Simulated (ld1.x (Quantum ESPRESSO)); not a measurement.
# Configuration tests for technetium (Tc) (ultrasoft)

ld1.x (Quantum ESPRESSO) 7.5 input, shortened:

```
&input
   title='Tc', zed=43., rel=2, dft='PZ', iswitch=3,
   config='[Kr] 4d5 5s2 5p0', rel_dist='average'
 /
 &inputp
   pseudotype=3, tm=.true., lloc=-1, rcloc=2.75,
   nlcc=.true., new_core_ps=.true.,
   which_augfun='PSQ', rmatch_augfun=1.75
 /
6
5S  1  0   2.00   0.00  1.85  2.50  0.0
5S  1  0   0.00   0.05  1.85  2.50  0.0
5P  2  1   0.00   0.00  2.95  3.90  0.0
5P  2  1   0.00   1.85  2.95  3.90  0.0
4D  3  2   5.00   0.00  1.65  2.05  0.0
4D  3  2   0.00   1.55  1.65  2.05  0.0
 &test
   configts(1)='4d5 5s2 5p0'
 /
```

Open shells are filled in proportion to 2j + 1 (rel_dist='average').

Energies are relative to the spin-unpolarised reference configuration 4d5 5s2 5p0; without spin polarisation the order of configurations can differ from experiment.

(1) Give the all-electron excitation energy and the error of the potential for: 4d5 5s1 5p0; 4d5 5s0 5p0; 4d4 5s0 5p0; 4d5 5s0 5p1; 4d5 5s1.5 5p0; 4d6 5s1 5p0; 4d4 5s2 5p0.

Levels in the configuration 4d5 5s0 5p1:

```json
{"level": "4d j=3/2", "all-electron (eV)": "-15.650", "pseudo (eV)": "-15.655"}
{"level": "4d j=5/2", "all-electron (eV)": "-15.348", "pseudo (eV)": "-15.354"}
{"level": "5p j=1/2", "all-electron (eV)": "-7.952", "pseudo (eV)": "-7.954"}
{"level": "5p j=3/2", "all-electron (eV)": "-7.699", "pseudo (eV)": "-7.701"}
```

Answers

(1)

```csv
valence configuration,charge,ΔE all-electron (eV),error AE − PS (meV)
4d5 5s1 5p0,+1,8.432,-1.7
4d5 5s0 5p0,+2,23.634,-9.5
4d4 5s0 5p0,+3,52.559,-612
4d5 5s0 5p1,+1,13.108,-2.9
4d5 5s1.5 5p0,+0.5,3.407,-0.4
4d6 5s1 5p0,0,-0.865,-163
4d4 5s2 5p0,+1,11.800,-288
```
